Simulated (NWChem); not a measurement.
# phosphorus nitride (PN); SMILES N#P

```xyz
2

N      0.0000     0.0000     1.0126
P      0.0000     0.0000    -0.4822
```
Atoms are numbered in this order, from 1.

Results from NWChem. Pople sets run with spherical d functions. All runs use the structure optimised with B3LYP/6-31G* (spherical d). GIAO values for the isolated, static molecule; σ is the absolute isotropic shielding.

```json
[
 {"level": "B3LYP/6-31G*", "basis functions": "32", "σ N1 (ppm)": "-365.7", "σ P2 (ppm)": "47.8"},
 {"level": "B3LYP/6-311G**", "basis functions": "44", "σ N1 (ppm)": "-434.5", "σ P2 (ppm)": "-69.7"},
 {"level": "B3LYP/def2-SVP", "basis functions": "32", "σ N1 (ppm)": "-382.2", "σ P2 (ppm)": "45.7"},
 {"level": "B3LYP/def2-TZVP", "basis functions": "68", "σ N1 (ppm)": "-424.0", "σ P2 (ppm)": "-89.8"},
 {"level": "B3LYP/IGLO-II", "basis functions": "57", "σ N1 (ppm)": "-437.3", "σ P2 (ppm)": "-46.2"},
 {"level": "B3LYP/IGLO-III", "basis functions": "79", "σ N1 (ppm)": "-431.9", "σ P2 (ppm)": "-48.3"},
 {"level": "B3LYP/pcSseg-2", "basis functions": "79", "σ N1 (ppm)": "-445.1", "σ P2 (ppm)": "-70.5"}
]
```
